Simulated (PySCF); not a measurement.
**Complete the spectrum of C5H7FOSi**

C5H7FOSi.
SMILES: `C=CC(=O)[Si@@H](F)C=C`

Method used: TDDFT B3LYP/def2-SVPD, vertical, gas phase, core orbitals frozen in the response (PySCF 2.14.0, density-fitted response routines). One conformer (not necessarily the lowest) at the GFN2-xTB geometry, without solvent, vibrations or thermal averaging. Torsions of this conformer, `[CH2:1]=[CH:2][C:3](=[O:4])[Si@@H:5]([F:6])[CH:7]=[CH2:8]`: C1–C2–C3–O4 5°, C2–C3–Si5–F6 6°, C3–Si5–C7–C8 33°.

Lowest singlets, with some entries withheld (?).

```csv
state,λ (nm),f,"main configurations (H = HOMO, L = LUMO)"
S1,451.9,0.0022,H→L (98%)
S2,259.7,0.0017,"H-1→L (58%), H-2→L (40%)"
S3,248.0,0.048,H→L+1 (94%)
S4,229.8,0.216,"H-2→L (52%), H-1→L (37%)"
S5,?,0.030,H-3→L (96%)
S6,?,0.020,H→L+2 (96%)
S7,?,0.0014,"H→L+3 (54%), H→L+4 (30%)"
S8,?,0.0086,"H-1→L+1 (53%), H-2→L+1 (45%)"
```

(1) Supply the missing values.

(2) Where do the lowest triplets lie (Tamm–Dancoff)?

(3) How far apart are S3 and S6, in eV and cm⁻¹?

(4) What is the mean static polarisability from the same response equations?

Answers

(1) 
- S5: λ = 217.4 nm
- S6: λ = 207.5 nm
- S7: λ = 196.5 nm
- S8: λ = 189.8 nm

(2) T1 2.24 eV, H→L (96%); T2 3.31 eV, H-2→L (49%), H-1→L (46%); T3 4.22 eV, H-1→L+1 (32%), H→L+1 (27%), H-2→L+1 (25%). E(S1) − E(T1) = +0.51 eV.

(3) 5.974 − 4.999 = 0.975 eV, or about 7860 cm⁻¹.

(4) 88.8 au (13.16 Å³), with principal values 66.8, 89.6 and 110.0 au.

On an Arm Neoverse N1 with one thread, shared host with 64 logical CPUs at a one-minute load of 58, this took 92 s of wall time (with the writing of density and orbital grids) and 0.85 GiB of memory at its peak.
